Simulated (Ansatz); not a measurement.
GeTe (SMILES [Ge][Te]): methods side by side

GeTe: 2 atoms, total charge 0, spin state singlet. As SMILES, `[Ge][Te]`. The bond length is the measured one. The run starts from this shape.

```
atom   x (Å)   y (Å)   z (Å)
  Ge  0.0000  0.0000  0.0000
  Te  0.0000  0.0000  2.3402
```

Each level gives the adiabatic ionisation energy (to the doublet cation, no zero-point term) (eV). The values are calculated.

| level | kind | program | value (eV) | CPU time (all runs) |
| --- | --- | --- | --- | --- |
| SVWN5/def2-TZVP (core potential) | LDA | Ansatz | 9.28 | 30 s |
| PBE-D3(BJ)/def2-TZVP (core potential) | GGA | Ansatz | 8.93 | 57 s |
| r2SCAN/def2-TZVP (core potential) | meta-GGA | Ansatz | 9.03 | 2.3 min |
| B3LYP-D4/def2-TZVP (core potential) | global hybrid | Ansatz | 8.93 | 73 s |
| wB97X-V/def2-TZVP (core potential) | range-separated hybrid | Ansatz | 8.89 | 3.3 min |

Spin-orbit coupling, which can split open shells on such heavy atoms by tenths of an eV, is left out. The values span 8.89 to 9.28 eV. CPU times are rough (shared hosts, several kinds of processor): they show what a rung costs within a factor of a few.
